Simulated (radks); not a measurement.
The numbers below are computed, except where a source is named.
Neutral strontium inside a hard spherical wall (all orbitals vanish at R), configuration held at [Kr] 5s2 and not refilled when levels cross. Level of theory: scalar-relativistic Kohn-Sham, PBE, spin-polarised, spherical densities, finite nucleus; Fermi nuclear charge, rms radius 4.224 fm (a radial shooting solver on a logarithmic mesh with Libxc functionals). Eigenvalues in eV for spin up, with the zero of energy where the potential of the charges vanishes at infinity; a dash marks a level that is unbound or too diffuse for the functional's potential to be trusted. A positive occupied level is held by the wall or, in an anion where self-interaction has pushed it up, behind a barrier. The pressure on the wall is -dE/dV.

\begin{tabular}{lrrrrrrrrr}
R (bohr) & E (hartree) & kinetic (hartree) & e(3d) & e(4s) & e(4p) & e(5s) & e(5p, empty) & e(4d, empty) & pressure (GPa) \\ \hline
free & -3179.46127 & 3260.418 & -128.02 & -40.900 & -22.822 & -3.526 & -1.284 & -1.282 & 0 \\
12 & -3179.46072 & 3260.423 & -127.96 & -40.848 & -22.772 & -3.489 & -1.172 & -1.230 & 0.00862 \\
10 & -3179.45766 & 3260.447 & -127.78 & -40.671 & -22.597 & -3.353 & -0.891 & -1.067 & 0.0777 \\
8 & -3179.43932 & 3260.550 & -127.13 & -40.046 & -21.988 & -2.793 & 0.079 & -0.491 & 0.713 \\
7 & -3179.40803 & 3260.692 & -126.40 & -39.365 & -21.329 & -2.040 & 1.281 & 0.170 & 2.25 \\
6 & -3179.33128 & 3260.990 & -125.20 & -38.256 & -20.265 & -0.470 & 3.655 & 1.342 & 7.65 \\
4 & -3178.51783 & 3263.806 & -118.53 & -32.784 & -15.035 & 12.495 & 21.080 & 8.368 & 158 \\
3.5 & -3177.73035 & 3266.517 & -113.76 & -29.280 & -11.503 & 23.225 & 34.209 & 13.359 & 426 \\
3 & -3176.01551 & 3272.245 & -105.23 & -23.125 & -4.922 & 43.983 & 58.237 & 22.500 & 1320 \\
\end{tabular}
